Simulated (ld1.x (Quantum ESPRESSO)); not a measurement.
## cadmium (Cd): variants of one TM potential

Base potential:

Cd, norm-conserving Troullier–Martins (Kleinman–Bylander form), made with ld1.x (Quantum ESPRESSO) 7.5 (revPBE, scalar-relativistic). Core [Kr], reference 4d10 5s1 5p0 (charge +1). Waves: 5s (bound): rc 1.95 bohr; 5p (bound, empty): rc 2.35 bohr; 4d (bound): rc 1.40 bohr. Local part: all-electron potential smoothed inside 1.15 bohr (lloc = -1). Core correction: Bessel-smoothed model core inside 1.35 bohr.

All-electron outer shells of the reference configuration (revPBE, scalar-relativistic, ld1.x):

| shell | level (eV) | outermost node (bohr) | outermost maximum (bohr) |
| --- | --- | --- | --- |
| 4p | -75.76 | 0.43 | 0.84 |
| 4d | -20.44 | 0.42 | 0.98 |
| 5s | -12.90 | 1.06 | 2.23 |
| 5p | -7.27 | 1.19 | 2.87 |

Cutoffs, loose and tight: the cutoffs (Ry, on a coarse ladder) from which the occupation-weighted sum of valence levels, in a spherical-Bessel basis at the reference potential, stays within 10 and 1 mRy of its value at 400 Ry. They do not see the model core or the augmentation charge, which bear on the density cutoff. Test errors are all-electron minus pseudo excitation energies from the reference, over the configurations 4d10 5s2 5p0; 4d10 5s0 5p0; 4d9 5s0 5p0; 4d8 5s0 5p0; 4d10 5s0 5p2; 4d10 5s0 5p1; 4d10 5s1 5p1. A dash means not determined; rows that change the core or the reference have their own tests.

A true bound ghost makes a file unfit for plane-wave use even where its test errors are small: the radial tests pick states by their node count and pass the ghost by.

```tsv
change	outcome	cutoff, loose	cutoff, tight	bound ghosts	largest test error (meV)
base	generated	80 Ry	120 Ry	s, p	-451
wave 4d (bound): rc 1.40 bohr becomes 4d (bound): rc 1.10 bohr	generated	90 Ry	110 Ry	s, p	-449
wave 4d (bound): rc 1.40 bohr becomes 4d (bound): rc 1.22 bohr	generated	90 Ry	100 Ry	s, p	-450
wave 4d (bound): rc 1.40 bohr becomes 4d (bound): rc 1.44 bohr	generated	80 Ry	120 Ry	s, p	-451
wave 4d (bound): rc 1.40 bohr becomes 4d (bound): rc 1.58 bohr	generated	70 Ry	110 Ry	s, p	-451
wave 4d (bound): rc 1.40 bohr becomes 4d (bound): rc 1.78 bohr	generated	70 Ry	100 Ry	s, p	-446
wave 4d (bound): rc 1.40 bohr becomes 4d (bound): rc 1.88 bohr	generated	60 Ry	100 Ry	s, p	-440
wave 4d (bound): rc 1.40 bohr becomes 4d (bound): rc 2.08 bohr	generated	55 Ry	90 Ry	s, p	-412
```

Question: What comes out with this change to the base: wave 4d (bound): rc 1.40 bohr becomes 4d (bound): rc 0.96 bohr?

Answer: outcome: generated; cutoff, loose: 140 Ry; cutoff, tight: 230 Ry; bound ghosts: s, p; largest test error (meV): -445.

Reading the sweep of the d radius (base included, trends over the rows without a ghost): Bound ghosts are found at 0.96, 1.1, 1.22, 1.4, 1.44, 1.58, 1.78, 1.88, 2.08 bohr. Every judged row has one, so this setting neither creates nor removes them.
